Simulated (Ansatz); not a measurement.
Consider the redistribution: `O=C=[N][In]([Cl])[Cl]` + `[OH][AlH][Cl]` → `[OH][In]([Cl])[Cl]` + `O=C=[N][AlH][Cl]`.

Program: Ansatz. Geometries: PBE0-D4/def2-TZVP. ΔE: electronic, gas phase. CBS: MP2 limit from def2 TZ/QZ plus the TZ coupled-cluster correction, frozen cores. This one scheme is used for every species. Functionals use def2-TZVPP. B3LYP here is the variant with VWN-RPA as its local correlation; programs differ in this. def2 core potentials past Kr. For In outer-core shells are correlated without core-valence functions, which leaves a few kJ/mol of doubt a bond. One conformer a species, not always the lowest.

`O=C=[N][In]([Cl])[Cl]`:

Cartesian coordinates in Å:
```
O -1.417 1.667 -1.952
C -0.955 1.254 -0.967
N -0.509 0.896 0.096
In 0.561 -0.686 0.704
Cl 1.140 -0.822 2.912
Cl 1.181 -2.310 -0.793
```

`[OH][AlH][Cl]`:

Cartesian coordinates in Å:
```
O -1.054 -0.338 -0.659
Al 0.299 0.385 0.036
Cl 1.417 -0.661 1.467
H -1.364 -1.217 -0.446
H 0.703 1.831 -0.398
```

`[OH][In]([Cl])[Cl]`:

Cartesian coordinates in Å:
```
O -0.203 1.088 1.116
In 0.073 -0.420 -0.107
Cl 0.049 -0.060 -2.385
Cl 0.415 -2.522 0.737
H -0.334 1.914 0.639
```

`O=C=[N][AlH][Cl]`:

```xyz
6

O    -1.504   -2.319    0.985
C    -0.859   -1.411    0.648
N    -0.187   -0.480    0.312
Al    0.675    0.915   -0.317
Cl   -0.126    1.891   -1.974
H     2.001    1.406    0.347
```

| level | ΔE (kJ/mol) | difference from CCSD(T)/CBS |
| --- | --- | --- |
| revPBE-D4 | 19.0 | -8.9 |
| BLYP-D4 | 18.6 | -9.3 |
| B97M-V | 20.3 | -7.6 |
| B3LYP-D4 | 22.4 | -5.5 |
| BLYP | 17.1 | -10.8 |
| r2SCAN | 21.5 | -6.4 |
| r2SCANh | 23.2 | -4.7 |
| CAM-B3LYP | 23.7 | -4.2 |
| RPA@PBE/def2-TZVPP | 27.8 | -0.1 |
| HF/def2-SVP | 22.7 | -5.2 |
| CCSD/def2-SVP | 24.0 | -3.9 |
| HF/def2-TZVPP | 30.5 | 2.6 |
| SCS-MP2/def2-TZVPP | 29.7 | 1.8 |
| MP2/def2-QZVPP | 29.8 | 1.9 |
| SCS-MP2/def2-QZVPP | 28.9 | 1.0 |
| MP2/CBS(def2) | 28.9 | 1.0 |
| CCSD(T)/CBS | 27.9 | 0 |

Largest T1 diagnostic among the species: 0.015.

From BLYP to BHLYP (50 % exact exchange), in def2-TZVPP and without D4, ΔE moves by +8.8 kJ/mol. At CCSD(T), def2-SVP lies −3.6 kJ/mol from the extrapolated value and def2-TZVPP +1.8 kJ/mol.
